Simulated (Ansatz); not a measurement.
The molecule HgN, multiplicity 4 (lowest of 2S+1 = 2, 4 at CCSD(T)/def2-TZVPP on PBE0 minima; our sources give no spin for the ground state, which may be another). No spin–orbit coupling.

Constants: fifth-degree fit in 1/R to seven points, most abundant isotopes. Runs in def2 and cc sets follow the lowest solution found near the PBE0 minimum.

Programs: Ansatz (a quantum-chemistry and plane-wave program).  In def2 rows elements past Kr take small-core potentials, without spin–orbit coupling.

Energies at wB97M-V/def2-TZVPP:

```csv
R (Å),E (hartree)
3.210272,-208.02169145
3.296570,-208.02174749
3.375963,-208.02176700
3.465713,-208.02176199
3.555463,-208.02173701
3.659020,-208.02169281
3.779836,-208.02163095
```

Q: With a reduced mass of 13.0952 u, find the minimum, the force constant and the constants.

A: A fifth-degree polynomial in 1/R puts the minimum at r_e = 3.4016 Å with force constant 1.41 N/m. Then ω_e = (1/2πc)√(k/μ) = 43 cm⁻¹ and B_e = h/(8π²cμr_e²) = 0.1113 cm⁻¹; the cubic and quartic terms give α_e = 0.0063 and ω_e x_e = 2.9 cm⁻¹.
